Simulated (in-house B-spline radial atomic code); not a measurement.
Ionisation energies along the 26-electron series, configuration 1s2 2s2 2p6 3s2 3p6 3d3/2(4) 3d5/2(4), as differences of self-consistent energies. Dirac energy differences include first-order Breit, QED and recoil terms. NIST's values go from ground level to ground level; the uncertainty of those that are theory runs from under 0.1 % in few-electron ions to several per cent in heavy many-electron ones. Computed with a radial B-spline atomic code at the basis-set limit: Dirac-Hartree-Fock, jj configuration that fills j = l - 1/2 first, finite nuclei.

A number in brackets counts the electrons of a j subshell.

```json
{"ion": "In23+", "configuration after": "[Ar] 3d3/2(4) 3d5/2(3)", "ionisation energy (eV)": "1183.8", "IE/(q+1)² (eV)": "2.0552", "-ε less Coulomb ΔSCF (eV)": "3.3169", "Breit and QED recoil part (eV)": "-0.28674", "tabulated value (eV)": "1181", "tabulated kind": "tabulated theory", "computed minus tabulated (eV)": "2.8"}
{"ion": "Sn24+", "configuration after": "[Ar] 3d3/2(4) 3d5/2(3)", "ionisation energy (eV)": "1272.4", "IE/(q+1)² (eV)": "2.0359", "-ε less Coulomb ΔSCF (eV)": "3.3184", "Breit and QED recoil part (eV)": "-0.32869", "tabulated value (eV)": "1269", "tabulated kind": "tabulated theory", "computed minus tabulated (eV)": "3.4"}
{"ion": "Sb25+", "configuration after": "[Ar] 3d3/2(4) 3d5/2(3)", "ionisation energy (eV)": "1364.1", "IE/(q+1)² (eV)": "2.0178", "-ε less Coulomb ΔSCF (eV)": "3.3199", "Breit and QED recoil part (eV)": "-0.37399", "tabulated value (eV)": "1360", "tabulated kind": "tabulated theory", "computed minus tabulated (eV)": "4.1"}
{"ion": "Te26+", "configuration after": "[Ar] 3d3/2(4) 3d5/2(3)", "ionisation energy (eV)": "1458.7", "IE/(q+1)² (eV)": "2.001", "-ε less Coulomb ΔSCF (eV)": "3.3212", "Breit and QED recoil part (eV)": "-0.42268", "tabulated value (eV)": "1455", "tabulated kind": "tabulated theory", "computed minus tabulated (eV)": "3.7"}
{"ion": "I27+", "configuration after": "[Ar] 3d3/2(4) 3d5/2(3)", "ionisation energy (eV)": "?", "IE/(q+1)² (eV)": "?", "-ε less Coulomb ΔSCF (eV)": "?", "Breit and QED recoil part (eV)": "?", "tabulated value (eV)": "?", "tabulated kind": "tabulated theory", "computed minus tabulated (eV)": "?"}
{"ion": "Xe28+", "configuration after": "[Ar] 3d3/2(4) 3d5/2(3)", "ionisation energy (eV)": "1657.2", "IE/(q+1)² (eV)": "1.9705", "-ε less Coulomb ΔSCF (eV)": "3.3237", "Breit and QED recoil part (eV)": "-0.53095", "tabulated value (eV)": "1653", "tabulated kind": "tabulated theory", "computed minus tabulated (eV)": "4.2"}
{"ion": "Cs29+", "configuration after": "[Ar] 3d3/2(4) 3d5/2(3)", "ionisation energy (eV)": "?", "IE/(q+1)² (eV)": "?", "-ε less Coulomb ΔSCF (eV)": "?", "Breit and QED recoil part (eV)": "?", "tabulated value (eV)": "?", "tabulated kind": "tabulated theory", "computed minus tabulated (eV)": "?"}
{"ion": "Ba30+", "configuration after": "[Ar] 3d3/2(4) 3d5/2(3)", "ionisation energy (eV)": "1867.7", "IE/(q+1)² (eV)": "1.9435", "-ε less Coulomb ΔSCF (eV)": "3.3258", "Breit and QED recoil part (eV)": "-0.65431", "tabulated value (eV)": "1864", "tabulated kind": "tabulated theory", "computed minus tabulated (eV)": "3.7"}
{"ion": "La31+", "configuration after": "[Ar] 3d3/2(4) 3d5/2(3)", "ionisation energy (eV)": "?", "IE/(q+1)² (eV)": "?", "-ε less Coulomb ΔSCF (eV)": "?", "Breit and QED recoil part (eV)": "?", "tabulated value (eV)": "?", "tabulated kind": "tabulated theory", "computed minus tabulated (eV)": "?"}
{"ion": "Ce32+", "configuration after": "[Ar] 3d3/2(4) 3d5/2(3)", "ionisation energy (eV)": "2090.4", "IE/(q+1)² (eV)": "1.9196", "-ε less Coulomb ΔSCF (eV)": "3.3275", "Breit and QED recoil part (eV)": "-0.79374", "tabulated value (eV)": "2087", "tabulated kind": "tabulated theory", "computed minus tabulated (eV)": "3.4"}
{"ion": "Pr33+", "configuration after": "[Ar] 3d3/2(4) 3d5/2(3)", "ionisation energy (eV)": "2206.3", "IE/(q+1)² (eV)": "1.9086", "-ε less Coulomb ΔSCF (eV)": "3.3282", "Breit and QED recoil part (eV)": "-0.86976", "tabulated value (eV)": "2202", "tabulated kind": "tabulated theory", "computed minus tabulated (eV)": "4.3"}
{"ion": "Nd34+", "configuration after": "[Ar] 3d3/2(4) 3d5/2(3)", "ionisation energy (eV)": "2325.2", "IE/(q+1)² (eV)": "1.8981", "-ε less Coulomb ΔSCF (eV)": "3.3289", "Breit and QED recoil part (eV)": "-0.95012", "tabulated value (eV)": "2321", "tabulated kind": "tabulated theory", "computed minus tabulated (eV)": "4.2"}
{"ion": "Pm35+", "configuration after": "[Ar] 3d3/2(4) 3d5/2(3)", "ionisation energy (eV)": "2447.2", "IE/(q+1)² (eV)": "1.8882", "-ε less Coulomb ΔSCF (eV)": "3.3295", "Breit and QED recoil part (eV)": "-1.0349", "tabulated value (eV)": "2443", "tabulated kind": "tabulated theory", "computed minus tabulated (eV)": "4.2"}
```

**Question.** Fill in the row of I27+.

**Answer.** ionisation energy (eV): 1556.4; IE/(q+1)² (eV): 1.9853; -ε less Coulomb ΔSCF (eV): 3.3225; Breit and QED recoil part (eV): -0.47501; tabulated value (eV): 1553; computed minus tabulated (eV): 3.4.

**Question.** Fill in the row of Cs29+.

**Answer.** ionisation energy (eV): 1760.9; IE/(q+1)² (eV): 1.9566; -ε less Coulomb ΔSCF (eV): 3.3248; Breit and QED recoil part (eV): -0.5907; tabulated value (eV): 1757; computed minus tabulated (eV): 3.9.

**Question.** Fill in the row of La31+.

**Answer.** ionisation energy (eV): 1977.6; IE/(q+1)² (eV): 1.9312; -ε less Coulomb ΔSCF (eV): 3.3267; Breit and QED recoil part (eV): -0.72197; tabulated value (eV): 1974; computed minus tabulated (eV): 3.6.
